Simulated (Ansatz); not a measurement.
Cost and result for the atomization energy of C₇H₁₂ (`CCC1=CCCC1`) (19 atoms, 19 bonds).

```xyz
19

C    -0.185    2.484    0.640
C     0.552    1.243    1.131
C     0.185    0.008    0.382
C    -0.389   -1.089    0.874
C    -0.663   -2.118   -0.181
C     0.176   -1.617   -1.367
C     0.383   -0.119   -1.106
H     0.108    3.366    1.215
H    -1.266    2.359    0.739
H     0.031    2.687   -0.411
H     0.356    1.091    2.196
H     1.632    1.413    1.033
H    -0.669   -1.216    1.914
H    -0.392   -3.132    0.124
H    -1.734   -2.145   -0.423
H    -0.283   -1.824   -2.335
H     1.147   -2.119   -1.353
H     1.367    0.236   -1.432
H    -0.356    0.492   -1.640
```

The species carries charge 0 and has multiplicity 1. The geometry is a stationary point of PBE0-D4/def2-TZVP. It is one conformer, not always the lowest. Program: Ansatz. All runs use 2 threads of an AMD EPYC 7R13 on a shared host and a share of an NVIDIA H100 80 GB. Times are those of one run each, without the atoms' runs, and a repeat can differ threefold. Electronic energies, without spin–orbit coupling; frozen cores. CCSD(T)/CBS adds CCSD(T) − MP2 in def2-TZVPP to the MP2 limit, and its time is that of the two runs behind it. T1 = 0.009. B3LYP takes the VWN-RPA correlation (the form of Gaussian; ORCA's B3LYP/G). HSE06 is the plane-wave form, built on full-range PBE exchange.

CCSD(T)/CBS is a level of theory with its own doubt, some kJ/mol a heavy atom from the limit and from the frozen cores, so smaller differences don't rank the functionals.

```
                            level  functions  wall time
               BLYP-D4/def2-TZVPP        385      3.3 s
                 CCSD(T)/def2-SVP        158      3.5 s
               ωB97X-V/def2-TZVPP        385      4.2 s
  PBE-D4/def2-TZVPP (with forces)        385      4.3 s
B3LYP-D4/def2-TZVPP (with forces)        385      4.9 s
              HSE06-D4/def2-TZVPP        385        5 s
              BHLYP-D4/def2-TZVPP        385      5.5 s
                B97M-V/def2-TZVPP        385      6.5 s
 ωB97M-V/def2-TZVPP (with forces)        385        7 s
                   MP2/def2-QZVPP        759        7 s
            r2SCANh-D4/def2-TZVPP        385      7.5 s
               CCSD(T)/def2-TZVPP        385       18 s
                CCSD(T)/CBS(def2)          –       25 s
```

Task: What atomization energy does each give, and how far from CCSD(T)/CBS? (An estimate is asked.)

Result: Ansatz gave: 
```
                            level  atomization (kJ/mol)  difference from CCSD(T)/CBS  per bond
               BLYP-D4/def2-TZVPP                7966.4                        -29.9      -1.6
                 CCSD(T)/def2-SVP                7731.7                       -264.6     -13.9
               ωB97X-V/def2-TZVPP                8015.1                         18.8       1.0
  PBE-D4/def2-TZVPP (with forces)                8189.7                        193.4      10.2
B3LYP-D4/def2-TZVPP (with forces)                8008.8                         12.5       0.7
              HSE06-D4/def2-TZVPP                8099.7                        103.4       5.4
              BHLYP-D4/def2-TZVPP                7827.2                       -169.1      -8.9
                B97M-V/def2-TZVPP                8021.1                         24.8       1.3
 ωB97M-V/def2-TZVPP (with forces)                8026.5                         30.2       1.6
                   MP2/def2-QZVPP                8036.5                         40.2       2.1
            r2SCANh-D4/def2-TZVPP                8001.0                          4.7       0.2
               CCSD(T)/def2-TZVPP                7832.0                       -164.3      -8.6
                CCSD(T)/CBS(def2)                7996.3                          0.0       0.0
```

In def2-TZVPP, CCSD(T) changes the Hartree–Fock value by +1779.8 kJ/mol (the triples alone add +104.9 kJ/mol) and MP2 by +1888.1 kJ/mol; breaking electron pairs costs correlation energy, which Hartree–Fock lacks. The D4 term adds +66.2 kJ/mol with B3LYP and +35.3 kJ/mol with PBE0; it sums over pairs of atoms, weighted by their polarisabilities, and B3LYP, whose exchange is more repulsive, gets the larger term. From r2SCAN to r2SCAN0 (25 % exact exchange), in def2-TZVPP and without D4, the atomization energy moves by −71.3 kJ/mol: exact exchange takes away binding that semilocal exchange gives to molecules.
